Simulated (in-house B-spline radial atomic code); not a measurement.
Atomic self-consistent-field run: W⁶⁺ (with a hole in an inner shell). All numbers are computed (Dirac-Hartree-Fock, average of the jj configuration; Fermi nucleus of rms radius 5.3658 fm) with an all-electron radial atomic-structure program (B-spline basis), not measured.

In the input, a minus or plus after the letter marks the j = l - 1/2 or j = l + 1/2 subshell.

Command:
```bash
python run_scf.py task.json out
```
Settings (nuclear radius in fm, mass in u):
```
Z                74
configuration    1s2 2s2 2p6 3s2 3p6 3d10 4s2 4p6 4d10 4f-5 4f+8 5s2 5p6 5d1
hamiltonian      dirac
method           hf
spin_polarised   False
nucleus          fermi
rms_radius       5.3658
atomic_mass      183.95093
speed_of_light   137.035999084
```

Output (hartree, bohr):
```
 radial grid: 67 intervals, B-splines of order 8, outer radius 21.6418 bohr

 iter        energy (Eh)    residual
    1      -16139.604142    6.20e-01
    2      -16143.463633    4.96e-01
    3      -16147.500150    5.47e-02
    4      -16147.542990    2.05e-02
    5      -16147.547571    2.87e-03
    6      -16147.547683    8.23e-04
    7      -16147.547690    2.28e-04
    8      -16147.547691    6.52e-05
    9      -16147.547692    2.96e-06
   10      -16147.547692    1.26e-07

 total energy                    -16147.54769
 kinetic                           18181.5296
 electron-nucleus                 -40118.0157
 electron-electron                  5788.9384

 first-order corrections (not in the total)
   Gaunt                            19.2349
   retardation                      -2.0377
   frequency dependence             -0.3339
   self-energy                      14.0078
   Uehling                          -2.6288
   Wichmann-Kroll                    0.1044
   recoil                            0.0298

 orbital      occ     eigenvalue          <r>       <r^2>       <1/r>       r_max    small
 1s1/2      2.000     -2574.5231    0.0183459 0.000463008     87.0371     0.01146  7.79e-02
 2s1/2      2.000      -452.0947    0.0768993  0.00705548     21.1957     0.06582  1.77e-02
 2p1/2      2.000      -431.5117     0.063734  0.00505521     21.1171     0.04903  1.77e-02
 2p3/2      4.000      -381.7033    0.0716506  0.00625123     17.7592     0.05583  1.60e-02
 3s1/2      2.000      -108.9549     0.200094   0.0459254     7.79499      0.1852  5.84e-03
 3p1/2      2.000       -99.8166     0.190396   0.0422608     7.69654      0.1737  5.77e-03
 3p3/2      4.000       -88.8981     0.204972   0.0487809     6.83251      0.1875  5.28e-03
 3d3/2      4.000       -73.7103     0.179687    0.037932     6.70761      0.1472  5.14e-03
 3d5/2      6.000       -71.3930     0.184258   0.0397634     6.50131       0.151  5.00e-03
 4s1/2      2.000       -26.2517     0.448816    0.227392     3.25794      0.4208  1.90e-03
 4p1/2      2.000       -22.3928      0.45443    0.234989      3.1457      0.4211  1.81e-03
 4p3/2      4.000       -19.8574     0.485407    0.267894     2.86259      0.4494  1.64e-03
 4d3/2      4.000       -13.4774      0.50257    0.292417     2.64304       0.447  1.44e-03
 4d5/2      6.000       -13.0785     0.513318    0.304874     2.57427      0.4563  1.40e-03
 4f5/2      5.000        -5.0916     0.573616    0.401875     2.16048      0.4249  1.03e-03
 4f7/2      8.000        -5.0269     0.580401    0.411341     2.13403      0.4298  1.01e-03
 5s1/2      2.000        -6.3896      1.04477     1.21974     1.28307      0.9558  4.36e-04
 5p1/2      2.000        -5.0655      1.12456     1.41914     1.17896       1.015  3.79e-04
 5p3/2      4.000        -4.6386      1.20063     1.61544       1.087       1.085  3.36e-04
 5d3/2      0.400        -2.9901      1.47858     2.47177    0.865203       1.296  2.23e-04
 5d5/2      0.600        -2.9492      1.50491     2.55829     0.84771       1.322  2.16e-04
```

Cost of the run: 1.1 s on 1 thread of Arm Neoverse V2 (shared host).

For the Dirac Hamiltonian the kinetic term is c α·p + (β - 1)c².
